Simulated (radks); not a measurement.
Cd3+, configuration [Ar] 3d10 4s1.75 4p6 4d9 5p0.25 (fractional occupations, a model configuration). All-electron calculation, scalar-relativistic Kohn-Sham, LDA (Slater exchange, Perdew-Wang correlation), spin-unpolarised, spherical densities, finite nucleus; Fermi nuclear charge, rms radius 4.6087 fm. Program: a radial shooting solver on a logarithmic mesh with Libxc functionals.

Normalised radial functions P(r) = r R(r), r in bohr:

r              3s       5s
0.001421   0.1524   0.0256
0.001911   0.1961   0.0330
0.00259    0.2517   0.0423
0.00351    0.3189   0.0536
0.004719   0.3945   0.0664
0.006396   0.4787   0.0805
0.008668   0.5598   0.0941
0.01165    0.6185   0.1038
0.01579    0.6291   0.1054
0.0214     0.5494   0.0916
0.02878    0.3441   0.0564
0.039     -0.0196  -0.0055
0.05244   -0.4829  -0.0836
0.07107   -0.9202  -0.1550
0.09631   -1.0504  -0.1694
0.1295    -0.6311  -0.0851
0.1755     0.3527   0.0913
0.2378     1.4255   0.2455
0.3198     1.8939   0.2131
0.4334     1.5304  -0.0558
0.5873     0.7710  -0.3536
0.7897     0.2371  -0.3517
1.07       0.0373   0.0412
1.45       0.0026   0.5459
1.95       0.0001   0.7836
2.643      0.0000   0.6408
3.582      0.0000   0.3143
4.816      0.0000   0.0890
6.526      0.0000   0.0116
8.845      0.0000   0.0006
11.89      0.0000   0.0000

3s: eigenvalue -771.68 eV, 2 radial nodes at r = 0.0385, 0.159 bohr, <r> = 0.359 bohr, 90 % of the charge inside 0.528 bohr. 5s (empty): eigenvalue -33.461 eV, 4 radial nodes at r = 0.0381, 0.152, 0.412, 1.04 bohr, <r> = 2.24 bohr, 90 % of the charge inside 3.22 bohr.
